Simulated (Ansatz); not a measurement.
Steps of a relaxation of C$_{2}$H$_{5}$OSb, SMILES `C[CH]1[O][SbH]1` with RKS PBE0-D4/def2-TZVP.

```sh
$ ansatz run in.yaml --threads 4 --pin off --events-out ev --progress --plain --max-ram 10444MiB
```

```yaml
crystal:
  periodic: [false, false, false]
  atoms:
    - {symbol: C, position_ang: [0.300422, 0.780926, -0.628902]}
    - {symbol: C, position_ang: [-0.224164, -0.608071, -0.365079]}
    - {symbol: O, position_ang: [0.620545, -1.512138, 0.226075]}
    - {symbol: Sb, position_ang: [-0.923194, -1.234513, 1.653915]}
    - {symbol: H, position_ang: [1.007301, 0.751813, -1.489056]}
    - {symbol: H, position_ang: [-0.518281, 1.481230, -0.887599]}
    - {symbol: H, position_ang: [0.851480, 1.171156, 0.248656]}
    - {symbol: H, position_ang: [-0.889145, -1.017532, -1.161081]}
    - {symbol: H, position_ang: [-0.136464, 0.140829, 2.385971]}
basis:
  gaussian: {orbitals: def2-TZVP}
hamiltonian: {xc: pbe0, dispersion: d4}
relax: {f_tol: 0.005, max_steps: 150}
```

Positions (Å) and forces (eV/Å) along the path, 7 of 7 steps:

```xyz
9
step=1 energy=-10736.3794 eV
C     0.300    0.781   -0.629    0.120    0.167    0.004
C    -0.224   -0.608   -0.365   -0.119   -0.326    0.115
O     0.621   -1.512    0.226   -0.904    0.514    0.265
Sb   -0.923   -1.235    1.654    0.869    0.357   -0.849
H     1.007    0.752   -1.489   -0.336   -0.028    0.407
H    -0.518    1.481   -0.888    0.374   -0.366    0.150
H     0.851    1.171    0.249   -0.272   -0.184   -0.417
H    -0.889   -1.018   -1.161    0.406    0.169    0.471
H    -0.136    0.141    2.386   -0.138   -0.304   -0.146
9
step=2 energy=-10736.4517 eV
C     0.294    0.778   -0.618    0.072    0.032   -0.100
C    -0.234   -0.600   -0.355   -0.194    0.153   -0.111
O     0.605   -1.489    0.247   -0.044   -0.090    0.090
Sb   -0.908   -1.201    1.612   -0.021   -0.263   -0.181
H     1.000    0.736   -1.464   -0.101    0.022    0.121
H    -0.514    1.469   -0.883    0.107   -0.091    0.046
H     0.833    1.168    0.252   -0.086   -0.056   -0.117
H    -0.875   -1.019   -1.145    0.154    0.060    0.118
H    -0.114    0.113    2.338    0.113    0.233    0.134
9
step=3 energy=-10736.4584 eV
C     0.295    0.777   -0.622    0.011   -0.018   -0.002
C    -0.239   -0.596   -0.353   -0.103    0.141   -0.095
O     0.599   -1.491    0.244    0.089   -0.105    0.085
Sb   -0.902   -1.211    1.611    0.003   -0.035   -0.036
H     0.996    0.735   -1.465   -0.008   -0.008    0.007
H    -0.510    1.467   -0.883    0.000    0.002    0.003
H     0.832    1.164    0.244    0.000    0.007    0.003
H    -0.866   -1.013   -1.149   -0.001   -0.010    0.023
H    -0.117    0.122    2.355    0.010    0.026    0.012
9
step=4 energy=-10736.4589 eV
C     0.296    0.777   -0.622   -0.001   -0.022    0.010
C    -0.239   -0.595   -0.353   -0.075    0.083   -0.045
O     0.601   -1.492    0.245    0.062   -0.058    0.038
Sb   -0.900   -1.216    1.609    0.009    0.012    0.004
H     0.995    0.734   -1.466    0.005   -0.004   -0.007
H    -0.508    1.468   -0.882   -0.006    0.007   -0.002
H     0.834    1.166    0.243    0.004    0.004    0.007
H    -0.868   -1.012   -1.145    0.006   -0.011   -0.005
H    -0.121    0.124    2.354   -0.005   -0.011    0.000
9
step=5 energy=-10736.4592 eV
C     0.295    0.777   -0.623   -0.003   -0.009    0.008
C    -0.242   -0.593   -0.353   -0.014    0.017    0.013
O     0.601   -1.491    0.246    0.014   -0.010   -0.003
Sb   -0.898   -1.216    1.608    0.001    0.008    0.000
H     0.995    0.732   -1.466    0.007    0.001   -0.008
H    -0.507    1.469   -0.884   -0.004    0.007   -0.004
H     0.833    1.166    0.242    0.003    0.001    0.004
H    -0.868   -1.012   -1.146   -0.001   -0.009   -0.004
H    -0.122    0.122    2.360   -0.003   -0.006   -0.007
9
step=6 energy=-10736.4591 eV rejected
C     0.295    0.777   -0.622   -0.012    0.005   -0.003
C    -0.244   -0.593   -0.352    0.017   -0.008   -0.021
O     0.602   -1.491    0.243   -0.010    0.001    0.015
Sb   -0.895   -1.218    1.609    0.006    0.006   -0.009
H     0.997    0.732   -1.464   -0.005   -0.011    0.006
H    -0.505    1.471   -0.884   -0.002   -0.002    0.003
H     0.832    1.164    0.245    0.000   -0.001    0.000
H    -0.870   -1.014   -1.145    0.002    0.011    0.001
H    -0.123    0.126    2.352    0.004   -0.002    0.009
9
step=7 energy=-10736.4592 eV
C     0.295    0.777   -0.623    0.001    0.001   -0.001
C    -0.243   -0.592   -0.353   -0.001   -0.001   -0.001
O     0.602   -1.491    0.245    0.000    0.001    0.001
Sb   -0.898   -1.216    1.608    0.001    0.000    0.001
H     0.995    0.732   -1.465    0.000    0.000    0.001
H    -0.507    1.470   -0.885    0.000   -0.001    0.001
H     0.833    1.165    0.243    0.000    0.000    0.000
H    -0.868   -1.013   -1.146    0.000    0.001    0.000
H    -0.121    0.122    2.358    0.000    0.000   -0.001
```

Run time 18 s (4 threads of an Arm Neoverse V2 on a shared host); peak host memory 0.41 GiB.
